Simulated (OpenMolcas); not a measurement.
**What dynamic correlation does to the levels of Ta**

- Program: OpenMolcas
- Basis: ANO-RCC-VDZP [7s6p4d2f1g]
- Scalar Hamiltonian: DKH2, point nucleus
- Active space: 3 electrons in 5 orbitals (5d)
- State averaging: 2S+1 = 4 even, 10 roots; 2S+1 = 2 even, 40 roots
- Spin-orbit coupling: RASSI with atomic mean-field integrals over the reference wave functions, term energies averaged over their components

Methods on the same reference wave functions:
A. CASSCF
B. SS-CASPT2, IPEA 0.25 Eh, imaginary shift 0.1 Eh (closed shells correlated: 5s 5p 6s)
C. MS-CASPT2, IPEA 0.25 Eh, imaginary shift 0.1 Eh (closed shells correlated: 5s 5p 6s)

Energies in cm⁻¹ above 5d³ 6s² ⁴F_3/2, the measured ground level; measured values from NIST Handbook of Basic Atomic Spectroscopic Data.

```json
{"Level": "5d³ 6s² ⁴F_3/2", "A": "0.0", "B": "0.0", "C": "0.0", "Measured": "0.0"}
{"Level": "5d³ 6s² ⁴F_5/2", "A": "2084", "B": "2230", "C": "2250", "Measured": "2010"}
{"Level": "5d³ 6s² ⁴F_7/2", "A": "4301", "B": "4480", "C": "4500", "Measured": "3964"}
{"Level": "5d³ 6s² ⁴F_9/2", "A": "6376", "B": "6480", "C": "6490", "Measured": "5621"}
{"Level": "5d³ 6s² ⁴P_3/2 [54 %]", "A": "10419", "B": "8520", "C": "8180", "Measured": ""}
{"Level": "5d³ 6s² ⁴P_1/2", "A": "11156", "B": "9290", "C": "9070", "Measured": "6049"}
{"Level": "5d³ 6s² ²G_7/2", "A": "12928", "B": "12140", "C": "12150", "Measured": ""}
{"Level": "5d³ 6s² ⁴P_5/2", "A": "14168", "B": "12170", "C": "12180", "Measured": "9253"}
{"Level": "5d³ 6s² ²P_1/2", "A": "17075", "B": "15400", "C": "14470", "Measured": ""}
{"Level": "5d³ 6s² ²H_11/2", "A": "18107", "B": "17910", "C": "18240", "Measured": ""}
{"Level": "5d³ 6s² ²D_5/2(1)", "A": "19863", "B": "16990", "C": "17040", "Measured": ""}
{"Level": "5d³ 6s² ²P_3/2 [58 %]", "A": "21863", "B": "19820", "C": "19100", "Measured": ""}
{"Level": "5d³ 6s² ²F_7/2", "A": "26062", "B": "23070", "C": "23090", "Measured": ""}
{"Level": "5d³ 6s² ²F_5/2", "A": "26313", "B": "23160", "C": "23180", "Measured": ""}
{"Level": "5d³ 6s² ²D_5/2(2)", "A": "39255", "B": "34240", "C": "34210", "Measured": ""}
{"Level": "5d³ 6s² ²D_3/2(2)", "A": "39641", "B": "34470", "C": "34520", "Measured": ""}
```

Deviations, from unrounded energies. A percentage is the sum of absolute deviations over the sum of measured energies, with the sign that they share, or ± where signs differ.

```tsv
Against measurement	Levels	A	B	C
mean absolute deviation (cm-1)	5	2200	1600	1500
fine structure of the ground term (%)	3	+10.1	+13.8	+14.2
other terms of the ground configuration (%)	2	+65.5	+40.2	+38.9
```

B, C lie about equally close to measurement and A furthest from it. The largest miss of C in the table is 5d³ 6s² ⁴P_1/2, by +3000 cm-1. The ranking rests on the paired levels alone, and a cruder setting can come out closer through cancelling errors.

Between B and C the level of the table that moves most is 5d³ 6s² ²P_1/2, by 930 cm-1 (lowest in C, highest in B). Moves below CASPT2's spread within the term are not significant.

The mean deviations of B to C differ by less than CASPT2's widest spread within a term (1400 cm-1), so their order carries little weight.

From A to B the spin-free energies of the other terms of 5d³ 6s² shown, above ⁴F, scale by factors of 0.76 to 0.97, as is usual when dynamic correlation screens the repulsion within a d or f shell.

The lowest spin-free term lies below A's lowest term by 0.233 hartree in B, 0.233 hartree in C.

CASPT2 does not keep the components of a term degenerate, so their means are used; among the terms shown or strongly mixed into the levels shown the widest spread is 1400 cm-1 (5d³ 6s² ²P, B). With the s shell closed, the reference lacks s² → p², s² → d² and s → d mixing, so excited terms can stand far too high and out of order, with CASPT2 too. Without dynamic correlation excited terms often stand tens of per cent too high (terms of higher spin than the ground term too low), and those without a measured partner can miss by more than the paired ones (holds for A). The CASPT2 spread within a term exceeds the gap to the next term for 5d³ 6s² ²D(1) and 5d³ 6s² ²P, so the order of their levels is uncertain, and so are names and mixing where such terms share a J (holds for B). Some terms miss by over 15 % even with CASPT2, which points to a basis or an active space too small for the shells correlated (holds for B; C). Measured partners are found by configuration, term and J. A level has none where our copy of the source lacks it or the pairing is in doubt (some pairs that miss far off the trend of their configuration count as doubtful), and it then counts in no deviation. Only configurations of the active space appear. The table leaves out levels that lie high or whose names do not pair safely across all columns.

A share in square brackets marks a mixed level and gives the weight of the term that names it, the lowest over the columns. A number in round brackets counts repeated terms of one configuration in the order of the reference energies.
